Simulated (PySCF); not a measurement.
## How methods differ on the ionisation energy of Te⁴¹⁺

Te⁴¹⁺ [Ne] 3s1 [3s1/2^1, M_J = 1/2] → Te⁴²⁺ [Ne], as a difference of total energies. All numbers are calculated (PySCF 2.14, the two-component X2C-1e Hamiltonian, in an even-tempered Gaussian basis (18 s from 8.9 bohr⁻², ratio 2.4; 13 p from 12 bohr⁻², ratio 2.4; 4 d from 37 bohr⁻², ratio 2.6; 4 f from 56 bohr⁻², ratio 2.6)). Correlated levels: 1s2 frozen; the 48 highest virtual spinors dropped. "Screened" scales the spin-orbit matrix elements by Boettger's factors to mimic the two-electron term; Breit and QED terms are absent.

```json
{"method": "GHF (spin-free)", "ionisation energy (eV)": "3041.0"}
{"method": "GMP2 (spin-free)", "ionisation energy (eV)": "3041.7"}
{"method": "GHF (screened spin-orbit)", "ionisation energy (eV)": "3040.9"}
{"method": "GMP2 (screened spin-orbit)", "ionisation energy (eV)": "3041.6"}
```

Breit and QED terms and the two-electron picture change are absent.

For comparison: 3041 ± 0.5 eV (semi-empirical (NIST evaluation); NIST Atomic Spectra Database, ionization energies).
